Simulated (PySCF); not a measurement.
Si(H)(Cl)3 cation (Cl3HSi), SMILES [SiH](Cl)(Cl)Cl (connectivity only; charge and spin as stated), charge +1, multiplicity 2.

The structure is a stationary point at PBE0-D3(BJ)/def2-SVP. The spin state was assumed, not searched. The isomer is the one that the SMILES or the coordinates give; other isomers of the formula were not compared.

The numbers are results of PBE0-D3(BJ)/def2-SVP run with PySCF, not measurements.

Frequencies are harmonic and unscaled.

Modes within 1.5 cm⁻¹ of each other (mostly degenerate sets) share a row, with their intensities summed.

Computed normal modes with their intensities:
```
mode  ν (cm⁻¹)  IR (km/mol)  moving atoms (share of kinetic energy)
----  --------  -----------  --------------------------------------
1–2        132        225.3                                  H 91 %
3–4        170          7.3                        Cl 87 %, Si 13 %
5          219         10.9                        Si 72 %, Cl 26 %
6          425          0.6                                 Cl 95 %
7–8        684        165.9                        Si 59 %, Cl 35 %
9         1363        313.8                                  H 98 %
```
